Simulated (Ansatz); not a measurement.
Born–Oppenheimer molecular dynamics of BF$_{2}$H$_{5}$SSi (10 atoms, charge 0, multiplicity 1). It starts at the highest image of a converged band, a first-order saddle point between two minima.

All numbers below come from RKS PBE0-D4/6-31G* (Ansatz 0.2.0).

```json
{
 "ensemble": "NVE (velocity Verlet)",
 "time step": "0.5 fs",
 "steps asked": "200",
 "starting velocities drawn for": "100 K",
 "seed": "7399"
}
```

First frame:

```xyz
10
Properties=species:S:1:pos:R:3
B -0.844 -0.205 -0.430
Si 1.289 -0.476 -0.058
F -1.406 -1.427 -0.386
F -0.941 0.546 -1.543
H -0.270 0.322 0.773
S -1.712 0.897 1.182
H 2.071 0.788 -0.133
H 1.573 -1.324 -1.248
H 1.633 -1.213 1.187
H -1.391 2.093 0.656
```

Problem. How far do the bonds stretch over the last three quarters of this one trajectory? (Pairs bonded in most of those frames.)

Solution. 
```json
{"bond": "B1–F3", "mean (Å)": "1.332", "spread (Å)": "0.022", "shortest": "1.29", "longest": "1.36"}
{"bond": "B1–F4", "mean (Å)": "1.334", "spread (Å)": "0.022", "shortest": "1.30", "longest": "1.38"}
{"bond": "B1–S6", "mean (Å)": "1.822", "spread (Å)": "0.054", "shortest": "1.72", "longest": "1.96"}
{"bond": "Si2–H5", "mean (Å)": "1.474", "spread (Å)": "0.043", "shortest": "1.38", "longest": "1.55"}
{"bond": "Si2–H7", "mean (Å)": "1.494", "spread (Å)": "0.019", "shortest": "1.46", "longest": "1.54"}
{"bond": "Si2–H8", "mean (Å)": "1.490", "spread (Å)": "0.013", "shortest": "1.47", "longest": "1.52"}
{"bond": "Si2–H9", "mean (Å)": "1.492", "spread (Å)": "0.012", "shortest": "1.47", "longest": "1.52"}
{"bond": "S6–H10", "mean (Å)": "1.345", "spread (Å)": "0.006", "shortest": "1.34", "longest": "1.35"}
```

Mean temperature of the second half: 1647 K. The conserved energy stayed within 0.074 meV per atom of its start (net change -0.042 meV per atom), so the integration is sound. The kinetic energy rose, since the run started high on the potential surface and went downhill. It ends in pieces (BF2HS + H4Si), so much of that is their flight and rotation, not heat. A run of 0.1 ps of so small a system gives no equilibrium averages. The orbitals stay closed-shell, which can raise the energy where a bond breaks towards radicals; this wasn't checked here.

Run time: 6 min on 2 threads of Intel(R) Xeon(R) Platinum 8488C (Sapphire Rapids) (shared host), peak memory 0.21 GiB.
